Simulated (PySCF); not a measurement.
# Basis-set dependence of population analyses: `CN1[SiH2]CC1=S`

Species: C₃H₇NSSi.
Structure used (PBE0-D3(BJ)/def2-SVP), in Å, numbered top down from 1:
```
atom  x, y, z in Å
C1     1.600    0.792    0.263
N2     0.241    0.541   -0.130
Si3   -0.944   -0.786   -0.144
C4    -1.892    0.671   -0.883
C5    -0.606    1.470   -0.669
S6    -0.318    3.047   -1.000
H7     1.800    1.867    0.137
H8     2.306    0.222   -0.362
H9     1.761    0.513    1.316
H10   -1.317   -1.282    1.213
H11   -0.573   -1.942   -1.010
H12   -2.738    1.079   -0.312
H13   -2.176    0.619   -1.944
```

PBE0 throughout (PySCF), one geometry, spherical d and f functions. Isolated species at its PBE0-D3(BJ)/def2-SVP geometry, gas phase. Atoms taken as equivalent share a column and are averaged. The first 7 of 9 kinds of atom are listed.

Mulliken charges (e):

```json
{"basis": "STO-3G", "functions": "45", "C1": "-0.158", "N2": "-0.364", "Si3": "+0.717", "C4": "-0.317", "C5": "-0.047", "S6": "-0.064", "H7/H8/H9": "+0.093"}
{"basis": "6-31G", "functions": "76", "C1": "-0.319", "N2": "-0.742", "Si3": "+0.902", "C4": "-0.647", "C5": "-0.029", "S6": "-0.024", "H7/H8/H9": "+0.199"}
{"basis": "pcSseg-0", "functions": "76", "C1": "-0.367", "N2": "-0.967", "Si3": "+1.086", "C4": "-0.967", "C5": "-0.085", "S6": "+0.100", "H7/H8/H9": "+0.246"}
{"basis": "6-31G*", "functions": "106", "C1": "-0.397", "N2": "-0.463", "Si3": "+0.604", "C4": "-0.581", "C5": "+0.111", "S6": "-0.220", "H7/H8/H9": "+0.205"}
{"basis": "cc-pVDZ", "functions": "127", "C1": "+0.034", "N2": "-0.352", "Si3": "+0.397", "C4": "-0.150", "C5": "+0.060", "S6": "-0.259", "H7/H8/H9": "+0.063"}
{"basis": "def2-SVP", "functions": "127", "C1": "+0.073", "N2": "-0.436", "Si3": "+0.567", "C4": "-0.248", "C5": "+0.023", "S6": "-0.219", "H7/H8/H9": "+0.058"}
{"basis": "aug-cc-pVDZ", "functions": "209", "C1": "+0.853", "N2": "-0.600", "Si3": "-0.345", "C4": "+0.293", "C5": "+0.298", "S6": "-0.290", "H7/H8/H9": "-0.157"}
{"basis": "6-311+G(2d,p)", "functions": "220", "C1": "-0.522", "N2": "-0.085", "Si3": "+0.713", "C4": "-0.693", "C5": "+0.596", "S6": "-0.745", "H7/H8/H9": "+0.166"}
{"basis": "def2-TZVP", "functions": "240", "C1": "-0.322", "N2": "-0.119", "Si3": "+0.289", "C4": "-0.339", "C5": "+0.111", "S6": "-0.317", "H7/H8/H9": "+0.143"}
{"basis": "cc-pVTZ", "functions": "286", "C1": "-0.200", "N2": "-0.108", "Si3": "+0.275", "C4": "-0.268", "C5": "+0.089", "S6": "-0.315", "H7/H8/H9": "+0.108"}
{"basis": "IGLO-III", "functions": "298", "C1": "-0.328", "N2": "-0.190", "Si3": "+0.863", "C4": "-0.466", "C5": "-0.181", "S6": "-0.051", "H7/H8/H9": "+0.126"}
{"basis": "pcSseg-2", "functions": "328", "C1": "+0.132", "N2": "-0.426", "Si3": "+0.693", "C4": "-0.272", "C5": "+0.063", "S6": "-0.271", "H7/H8/H9": "+0.037"}
```

IAO charges (e):

```
        basis  functions      C1      N2     Si3      C4      C5      S6  H7/H8/H9
       STO-3G         45  -0.319  -0.350  +0.848  -0.528  -0.086  -0.043    +0.140
        6-31G         76  -0.340  -0.341  +0.729  -0.546  +0.038  -0.237    +0.165
     pcSseg-0         76  -0.319  -0.355  +0.749  -0.559  +0.025  -0.213    +0.158
       6-31G*        106  -0.318  -0.374  +0.850  -0.559  +0.050  -0.234    +0.157
      cc-pVDZ        127  -0.317  -0.368  +0.839  -0.558  +0.049  -0.227    +0.156
     def2-SVP        127  -0.306  -0.371  +0.857  -0.557  +0.045  -0.215    +0.152
  aug-cc-pVDZ        209  -0.328  -0.370  +0.844  -0.564  +0.053  -0.242    +0.161
6-311+G(2d,p)        220  -0.330  -0.382  +0.878  -0.575  +0.047  -0.232    +0.161
    def2-TZVP        240  -0.328  -0.385  +0.888  -0.578  +0.047  -0.228    +0.160
      cc-pVTZ        286  -0.330  -0.381  +0.874  -0.575  +0.050  -0.232    +0.161
     IGLO-III        298  -0.330  -0.385  +0.886  -0.578  +0.045  -0.223    +0.161
     pcSseg-2        328  -0.328  -0.384  +0.887  -0.578  +0.048  -0.230    +0.160
```

Hirshfeld charges (e):

| basis | functions | C1 | N2 | Si3 | C4 | C5 | S6 | H7/H8/H9 |
| --- | --- | --- | --- | --- | --- | --- | --- | --- |
| STO-3G | 45 | +0.021 | -0.180 | +0.454 | -0.105 | +0.038 | -0.188 | +0.022 |
| 6-31G | 76 | -0.046 | -0.124 | +0.380 | -0.144 | +0.064 | -0.261 | +0.046 |
| pcSseg-0 | 76 | -0.060 | -0.104 | +0.403 | -0.155 | +0.061 | -0.223 | +0.040 |
| 6-31G* | 106 | -0.044 | -0.112 | +0.368 | -0.143 | +0.075 | -0.269 | +0.046 |
| cc-pVDZ | 127 | -0.060 | -0.098 | +0.388 | -0.157 | +0.066 | -0.239 | +0.044 |
| def2-SVP | 127 | -0.066 | -0.100 | +0.394 | -0.163 | +0.069 | -0.225 | +0.043 |
| aug-cc-pVDZ | 209 | -0.072 | -0.129 | +0.406 | -0.174 | +0.054 | -0.213 | +0.048 |
| 6-311+G(2d,p) | 220 | -0.064 | -0.132 | +0.407 | -0.168 | +0.049 | -0.215 | +0.048 |
| def2-TZVP | 240 | -0.068 | -0.122 | +0.400 | -0.169 | +0.059 | -0.221 | +0.047 |
| cc-pVTZ | 286 | -0.068 | -0.115 | +0.398 | -0.167 | +0.061 | -0.227 | +0.047 |
| IGLO-III | 298 | -0.075 | -0.127 | +0.400 | -0.173 | +0.055 | -0.200 | +0.047 |
| pcSseg-2 | 328 | -0.074 | -0.126 | +0.408 | -0.174 | +0.058 | -0.214 | +0.048 |

ESP-fitted charges (e):

```csv
basis,functions,C1,N2,Si3,C4,C5,S6,H7/H8/H9
STO-3G,45,-0.375,-0.126,+0.635,-0.563,+0.265,-0.271,+0.123
6-31G,76,-0.311,-0.160,+0.679,-0.653,+0.259,-0.369,+0.128
pcSseg-0,76,-0.352,-0.266,+0.820,-0.805,+0.344,-0.345,+0.145
6-31G*,106,-0.371,-0.052,+0.599,-0.582,+0.170,-0.332,+0.136
cc-pVDZ,127,-0.320,-0.025,+0.535,-0.507,+0.123,-0.304,+0.119
def2-SVP,127,-0.292,-0.075,+0.592,-0.551,+0.159,-0.297,+0.112
aug-cc-pVDZ,209,-0.408,+0.025,+0.569,-0.540,+0.125,-0.322,+0.139
"6-311+G(2d,p)",220,-0.427,+0.033,+0.575,-0.558,+0.110,-0.310,+0.144
def2-TZVP,240,-0.418,+0.028,+0.561,-0.533,+0.118,-0.309,+0.140
cc-pVTZ,286,-0.394,+0.009,+0.565,-0.531,+0.130,-0.314,+0.136
IGLO-III,298,-0.406,+0.038,+0.562,-0.511,+0.058,-0.274,+0.136
pcSseg-2,328,-0.409,+0.007,+0.607,-0.564,+0.137,-0.320,+0.139
```

Some averages cover members that differ in this geometry, most widely: H7/H8/H9, Mulliken in 6-31G* +0.191 to +0.229; H7/H8/H9, Mulliken in 6-31G +0.185 to +0.223; H7/H8/H9, Mulliken in 6-311+G(2d,p) +0.152 to +0.187; H7/H8/H9, Mulliken in aug-cc-pVDZ -0.171 to -0.139 e.

Q: Which scheme is steadiest as the basis changes?

A: Largest range over the bases for any column: Hirshfeld 0.10 e, IAO 0.20 e, ESP-fitted 0.30 e, Mulliken 1.43 e. Hirshfeld charges move least and Mulliken charges most, counted in e. Without the minimal STO-3G basis the ranges are Hirshfeld 0.07, IAO 0.16, ESP-fitted 0.30, Mulliken 1.43 e.

Q: How much do the charges still move between the two largest bases, IGLO-III and pcSseg-2?

A: At most, over all atoms: Mulliken 0.460 e, IAO 0.007 e, Hirshfeld 0.014 e, ESP-fitted 0.079 e.

Q: What do the same runs give for the total energy, the frontier levels and the dipole moment?

A: 
```csv
basis,energy (Eh),HOMO (eV),LUMO (eV),μ (D)
STO-3G,-850.6405,-1.88,3.38,3.70
6-31G,-860.3579,-6.00,-0.56,4.62
pcSseg-0,-859.3088,-6.12,-0.69,4.35
6-31G*,-860.4669,-5.95,-0.59,4.32
cc-pVDZ,-860.5137,-5.94,-0.58,4.07
def2-SVP,-860.1671,-5.92,-0.59,3.95
aug-cc-pVDZ,-860.5273,-6.12,-0.84,4.28
"6-311+G(2d,p)",-860.5749,-6.13,-0.85,4.23
def2-TZVP,-860.5929,-6.08,-0.80,4.11
cc-pVTZ,-860.5946,-6.08,-0.77,4.14
IGLO-III,-860.5937,-6.05,-0.72,3.94
pcSseg-2,-860.6072,-6.12,-0.85,4.24
```

The dipole is fixed by the density alone, so its range of 0.92 D shows that the density itself changes with the basis, not only its division among atoms.
